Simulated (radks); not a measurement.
The numbers below are computed, except where a source is named.
Coherent X-ray form factor from a spherical all-electron density. Level of theory: Dirac Kohn-Sham, PBE, spin-unpolarised, spherical densities, finite nucleus; Fermi nuclear charge, rms radius of each element as measured or else 0.836 A^(1/3) + 0.57 fm (a radial shooting solver on a logarithmic mesh with Libxc functionals).

| sin(theta)/lambda (1/angstrom) | f0 (electrons) |
|---|---|
| 0.05 | 19.479 |
| 0.1 | 18.210 |
| 0.15 | 16.691 |
| 0.2 | 15.184 |
| 0.25 | 13.756 |
| 0.3 | 12.436 |
| 0.4 | 10.237 |
| 0.5 | 8.696 |
| 0.6 | 7.685 |
| 0.8 | 6.452 |
| 1 | 5.491 |
| 1.25 | 4.341 |
| 1.5 | 3.351 |
| 2 | 2.095 |

The species is in the configuration that NIST lists as its ground one. Which atom or ion scatters so?

Answer. The scandium ion Sc+, [Ar] 3d1 4s1. Extrapolating in s^2 from the first two rows gives f0(0) = 19.9, near the electron count 20; among species with that count, the fall with angle is slower the higher Z, and the table is that of Z = 21; from so few rows the species is fixed only to a neighbour or two.
